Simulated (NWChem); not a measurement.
System: HfF$_{4}$; SMILES [F][Hf]([F])([F])[F]

NWChem input:

```
start job
memory heap 200 mb stack 900 mb global 1100 mb
geometry units angstroms noautoz
  Hf    -0.000006    -0.000001     0.000006
  F     -1.274372    -0.876173     1.110503
  F      1.295243     0.873948     1.087861
  F     -0.885443     1.285990    -1.089544
  F      0.864550    -1.283752    -1.108783
end
basis spherical
  * library def2-svp
end
ecp
  Hf library def2-ecp
end
dft
  xc m06-l
  iterations 150
  mulliken
end
task dft energy
```

Geometry: optimised at PBE0/def2-SVP. Not confirmed as a minimum by frequencies. def2 effective core potentials on Hf; no spin-orbit coupling.

Problem. Give the results of this calculation. (M06-L/def2-SVP with def2 effective core potentials on Hf.) Quantities: energy (Ha); highest occupied level (eV); orbital gap (eV).

Solution. 
```json
{
 "energy (Ha)": "-447.40",
 "highest occupied level (eV)": "-10.41",
 "orbital gap (eV)": "9.07"
}
```
